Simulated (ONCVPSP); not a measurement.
**Potentials for W (Z = 74) compared**

Generated with ld1.x 7.5 (TM, RRKJ, ultrasoft, PAW), atompaw 4.2 or ONCVPSP 4.0.1. The cutoff is in Ry: for ld1.x and atompaw files where the sum of valence levels is converged to 10 mRy in a Bessel basis, for ONCV files where the hardest occupied wave has 1 mHa per electron of residual kinetic energy. The error is the largest all-electron minus pseudo excitation energy over each file’s own four to seven test configurations (ionisations up to +4, promotions, holes and added fractions of an electron), all of which were solved. The labels leave out finer settings (local radius, basis sizes, second energies), which also bear on the numbers. Spin-polarised tests are not counted. The rows are a selection from randomly drawn settings: files with unsolved tests, undetermined cutoffs or missed reference levels are left out.

A true bound ghost makes a file unfit for plane-wave use even where its test errors are small: the radial tests pick states by their node count and pass the ghost by.

| potential | cutoff (Ry) | largest error (meV) | bound ghosts |
| --- | --- | --- | --- |
| ONCV, LDA (Perdew-Wang 92), scalar-relativistic, rc 1.75/1.45/2.90 (spd), local smoothed, core correction no, reference 5s2 5p6 5d4 6s2, qcut 7.2/9.6/6.3, projectors 2/2/2 | 64 | +15 | none |
| ONCV, LDA (Perdew-Wang 92), scalar-relativistic, rc 1.85/2.10/1.95 (spd), local smoothed, core correction yes, reference 5s2 5p6 5d4 6s2, qcut 8/7.5/4.7, projectors 2/2/2 | 38 | -15 | none |
| ONCV, PBE, scalar-relativistic, rc 1.60/1.60/1.75 (spd), local smoothed, core correction yes, reference 5s2 5p6 5d4 6s2, qcut 6.1/7.7/6.4, projectors 2/2/2 | 44 | -50 | none |
| ONCV, PBE, non-relativistic, rc 1.35/1.75/1.65/1.95 (spdf), local smoothed, core correction no, reference 5s2 5p6 5d3, qcut 3.7/7.5/6.4/6.3, projectors 2/2/1/2 | 258 | +21 | none |
| ONCV, LDA (Perdew-Wang 92), scalar-relativistic, rc 1.70/1.85/2.85 (spd), local smoothed, core correction yes, reference 5s2 5p6 5d4 6s1, qcut 6.3/8.1/5.2, projectors 3/2/1 | 34 | -15 | none |
| ONCV, LDA (Perdew-Wang 92), fully relativistic, rc 1.90/1.75/1.65 (spd), local smoothed, core correction no, reference 5s2 5p6 5d4 6s1.75, qcut 4.8/7.3/5.6, projectors 3/3/1 | 35 | -2.6 | none |
| ONCV, PBE, scalar-relativistic, rc 1.45/1.30/1.70 (spd), local smoothed, core correction yes, reference 5s2 5p6 5d4.5 6s1.5, qcut 7.6/5.1/6.1, projectors 2/3/2 | 273 | -4.2 | p |
| ONCV, PBEsol, fully relativistic, rc 1.90/1.25/2.25 (spd), local smoothed, core correction yes, reference 5s2 5p6 5d4.5 6s1.5, qcut 8/7.5/6.8, projectors 3/3/2 | 55 | -12 | s |

Task: Fill in the row for W: ONCV, LDA (Perdew-Zunger), scalar-relativistic, rc 1.45/1.85/1.45 (spd), local d, core correction yes, reference 5s2 5p6 5d4 6s2, qcut 7.9/8.5/7.5, projectors 2/2/0.

Result: cutoff 51 Ry, largest error -13 meV, bound ghosts: none.
